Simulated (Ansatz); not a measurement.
The cluster TeSe₂, relaxed as a triplet with UKS B3LYP-D4/def2-TZVP in Ansatz, starting from the B3LYP-D4/def2-TZVP geometry of the neutral singlet. Force threshold 0.02 eV/Å.

In the def2 sets Te takes a core potential; there is no spin–orbit coupling. At B3LYP-D4/def2-TZVP a singlet of charge 0 lies 1.22 eV below the triplet, each at its own geometry. The structure comes from a short search, and lower isomers may exist.

Start:

| atom | x (Å) | y (Å) | z (Å) |
| --- | --- | --- | --- |
| Se1 | 0.828 | -0.975 | 0.603 |
| Se2 | -1.273 | -0.456 | -0.413 |
| Te3 | 0.446 | 1.432 | -0.190 |

(1) Estimate the energy that the relaxation releases and the steps that it takes.

(2) Does the start keep its bonding and symmetry?

(3) Predict the relaxed structure.

Answers

(1) 2.1 kcal/mol, in 4 steps; 14 s on 4 threads of Arm Neoverse V1 on a shared host. No frequencies were taken in this run, so the end may be a saddle point.

(2) By distances, no bond broke or formed. The bond that changes most is Se1–Se2, from 2.39 to 2.47 Å (atoms count from 1). Point group C2v at the start, C2v at the end, both within 0.05 Å.

(3) 
```xyz
3

Se    0.857   -1.007    0.624
Se   -1.317   -0.470   -0.427
Te    0.460    1.477   -0.196
```
Bond lengths: 2 × Se–Te 2.65 Å; 1 × Se–Se 2.47 Å.
